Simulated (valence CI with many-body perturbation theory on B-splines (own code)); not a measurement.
Values are calculated unless marked as measured or tabulated.
## Hyperfine factors and g values of Yb LVIII

Level of theory: relativistic CI+MBPT: three valence electrons over a frozen Dirac-Fock core [Ne], a basis of 11 s, 11 p, 10 d, 8 f, 5 g, 2 h functions for each j, with the one-electron correlation potential Σ1 (screened to all orders), the two-electron term Σ2, the three-electron term Σ3, Breit, model QED; selected single and double excitations, second order for the rest, scaled by the run's own slope (own B-spline code, finite nucleus).

No measured spectrum was set against this ion. As an estimate, large intervals hold to a few tenths of a per cent, small ones and those within an open d or f shell to about a per cent.

A/g_I is the dipole constant over the nuclear g factor μ/I (μ in nuclear magnetons, uniformly magnetised nucleus), B/Q the quadrupole constant per barn. Both hold the static response of the core; the bare values leave it out. Large factors of s and p1/2 electrons are usually good to 5 to 10 %; those of open d and f shells near neutrality can be off by tens of per cent, and small factors of p3/2, d and f electrons come from cancelling terms and can be off by a factor of two or in sign, in half-filled shells by more. B is blank for J = 1/2, where it vanishes, and for nearly pure S terms. Energies count from the lowest level.

Levels are named by their leading jj configuration (3d3/2^4 stands for four electrons in 3d with j = 3/2), which in mixed levels can hold well under half, so a name can repeat and another be missing. Letters in brackets count levels of one name in rising energy.

| Level | E (× 10³ cm⁻¹) | g | A/g_I (MHz) | A/g_I bare | B/Q (MHz/b) | B/Q bare |
| --- | --- | --- | --- | --- | --- | --- |
| (3s^2 3p1/2) J=1/2 | 0.00 | 0.649 | 1470000 | 1440000 |  |  |
| (3s 3p1/2^2) J=1/2 | 1234.3 | 2.132 | 4420000 | 4330000 |  |  |
| (3s^2 3p3/2) J=3/2 | 2251.4 | 1.322 | 183000 | 182000 | 357000 | 352000 |
| (3s 3p1/2 3p3/2) J=3/2 [a] | 3261.8 | 1.634 | 1030000 | 1010000 | 289000 | 285000 |
| (3s 3p1/2 3p3/2) J=5/2 | 3396.8 | 1.340 | 1270000 | 1250000 | 279000 | 276000 |
| (3s 3p1/2 3p3/2) J=3/2 [b] | 3559.5 | 0.964 | 109000 | 111000 | 188000 | 186000 |
| (3s 3p1/2 3p3/2) J=1/2 | 3634.0 | 1.252 | -1600000 | -1560000 |  |  |
| (3s^2 3d3/2) J=3/2 | 4005.0 | 0.828 | 47000 | 50400 | 76900 | 78100 |
| (3s^2 3d5/2) J=5/2 | 4452.3 | 1.200 | 71300 | 73200 | 64500 | 66600 |
| (3p1/2^2 3p3/2) J=3/2 | 4776.7 | 1.123 | 89200 | 92300 | 253000 | 251000 |
| (3s 3p1/2 3d3/2) J=3/2 [a] | 4884.7 | 0.662 | -230000 | -222000 | 127000 | 127000 |
| (3s 3p1/2 3d3/2) J=5/2 | 4980.6 | 1.025 | 1210000 | 1190000 | 21800 | 24100 |
| (3s 3p1/2 3d3/2) J=1/2 | 5178.2 | 0.392 | -1800000 | -1760000 |  |  |
| (3s 3p1/2 3d3/2) J=3/2 [b] | 5221.4 | 1.290 | 1090000 | 1070000 | 59600 | 59400 |
| (3s 3p1/2 3d5/2) J=5/2 [a] | 5494.5 | 1.350 | 423000 | 418000 | 68000 | 69900 |
| (3s 3p1/2 3d5/2) J=7/2 | 5596.3 | 1.240 | 868000 | 853000 | 13600 | 16500 |
| (3s 3p3/2^2) J=5/2 | 5609.9 | 1.424 | 1040000 | 1020000 | 92600 | 91300 |
| (3s 3p1/2 3d5/2) J=5/2 [b] | 5675.4 | 1.038 | 12900 | 16400 | 82300 | 83600 |
| (3s 3p1/2 3d5/2) J=3/2 | 5714.8 | 1.110 | -959000 | -933000 | 34900 | 36300 |
| (3s 3p3/2^2) J=1/2 | 5887.4 | 1.913 | 4500000 | 4400000 |  |  |
| (3s 3p3/2^2) J=3/2 | 5938.5 | 1.193 | -675000 | -654000 | -62500 | -61600 |
| (3p1/2^2 3d3/2) J=3/2 | 6371.3 | 0.773 | 100000 | 100000 | 59200 | 61100 |
| (3p1/2 3p3/2^2) J=5/2 | 6978.5 | 1.167 | 565000 | 557000 | 37300 | 37000 |
| (3p1/2^2 3d5/2) J=5/2 | 6989.0 | 1.192 | 32800 | 37400 | 52300 | 54600 |
| (3p1/2 3p3/2^2) J=3/2 | 7012.7 | 1.413 | -15100 | -7140 | 19900 | 19600 |
| (3p1/2 3p3/2^2) J=1/2 | 7137.6 | 0.709 | 1710000 | 1670000 |  |  |
| (3s 3p3/2 3d3/2) J=3/2 [a] | 7237.2 | 1.295 | 535000 | 528000 | -5170 | -6620 |
| (3s 3p3/2 3d3/2) J=1/2 [a] | 7249.7 | 2.190 | 1830000 | 1790000 |  |  |
| (3s 3p3/2 3d3/2) J=5/2 [a] | 7261.8 | 1.230 | 495000 | 489000 | 134000 | 131000 |
| (3s 3p3/2 3d3/2) J=7/2 | 7287.5 | 1.239 | 739000 | 727000 | 363000 | 360000 |
| (3s 3p3/2 3d3/2) J=3/2 [b] | 7491.1 | 0.983 | 167000 | 168000 | -190000 | -187000 |
| (3s 3p3/2 3d5/2) J=9/2 | 7594.5 | 1.322 | 580000 | 571000 | 437000 | 434000 |
| (3s 3p3/2 3d3/2) J=5/2 [b] | 7598.2 | 0.959 | -159000 | -151000 | 228000 | 227000 |
| (3s 3p3/2 3d3/2) J=1/2 [b] | 7635.5 | 0.608 | 805000 | 790000 |  |  |
| (3s 3p3/2 3d5/2) J=5/2 [a] | 7767.7 | 1.337 | 874000 | 859000 | -191000 | -188000 |
| (3s 3p3/2 3d5/2) J=7/2 [a] | 7838.2 | 1.230 | 340000 | 336000 | 257000 | 256000 |
| (3s 3p3/2 3d5/2) J=3/2 [a] | 7859.4 | 1.153 | -363000 | -350000 | -190000 | -188000 |
| (3s 3p3/2 3d5/2) J=7/2 [b] | 7979.3 | 1.197 | -1180 | 3260 | 219000 | 219000 |
| (3s 3p3/2 3d5/2) J=1/2 | 8053.8 | 0.705 | -1290000 | -1260000 |  |  |
| (3s 3p3/2 3d5/2) J=3/2 [b] | 8131.7 | 1.301 | 1040000 | 1020000 | 111000 | 111000 |

(1) Take the isotope of mass number 171, with I = 1/2, μ = 0.4923 μN. What is the hyperfine structure of (3s 3p1/2^2) J=1/2?

## Answers

(1) From the table A = 4350000 MHz. Shifts from the centre of gravity in MHz: F = 0: -3260000, F = 1: 1090000.
